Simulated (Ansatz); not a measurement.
Born–Oppenheimer molecular dynamics of CH7BN2 (11 atoms, charge 0, multiplicity 1). It starts from a relaxed structure.

All numbers below come from RKS PBE0-D4/def2-SVP in Ansatz.

```
ensemble        : NVT, Nosé–Hoover chain
time step       : 1 fs
steps asked     : 150
set temperature : 400 K
thermostat      : time constant 100 fs, chain length 3
seed            : 762494
```

First frame:

```xyz
11
Properties=species:S:1:pos:R:3
B -0.008 0.004 -0.046
C -0.010 0.039 1.542
H -1.022 0.078 1.973
H 0.484 -0.861 1.947
H 0.549 0.907 1.929
N 1.209 0.212 -0.744
H 1.299 0.185 -1.750
H 2.079 0.398 -0.268
N -1.211 -0.251 -0.750
H -2.089 -0.402 -0.276
H -1.281 -0.308 -1.756
```

Task: How far do the bonds stretch over the last three quarters of this one trajectory? (Pairs bonded in most of those frames.)

Result: 
| bond | mean (Å) | spread (Å) | shortest | longest |
| --- | --- | --- | --- | --- |
| B1–C2 | 1.596 | 0.015 | 1.57 | 1.63 |
| B1–N6 | 1.421 | 0.012 | 1.39 | 1.44 |
| B1–N9 | 1.421 | 0.016 | 1.39 | 1.46 |
| C2–H3 | 1.107 | 0.013 | 1.08 | 1.14 |
| C2–H4 | 1.104 | 0.007 | 1.09 | 1.13 |
| C2–H5 | 1.108 | 0.026 | 1.06 | 1.15 |
| N6–H7 | 1.015 | 0.039 | 0.95 | 1.09 |
| N6–H8 | 1.011 | 0.025 | 0.96 | 1.06 |
| N9–H10 | 1.011 | 0.006 | 1.00 | 1.02 |
| N9–H11 | 1.012 | 0.011 | 0.99 | 1.03 |

Mean temperature of the second half: 304 K. The conserved energy stayed within 1.8 meV per atom of its start (net change 1.4 meV per atom), so the integration is sound. The mean temperature of the second half is 24 % below the set value. A run of 0.15 ps of so small a system gives no equilibrium averages.

The run took 8.1 min on 1 thread of Arm Neoverse V1, on a shared host, peak memory 0.17 GiB.
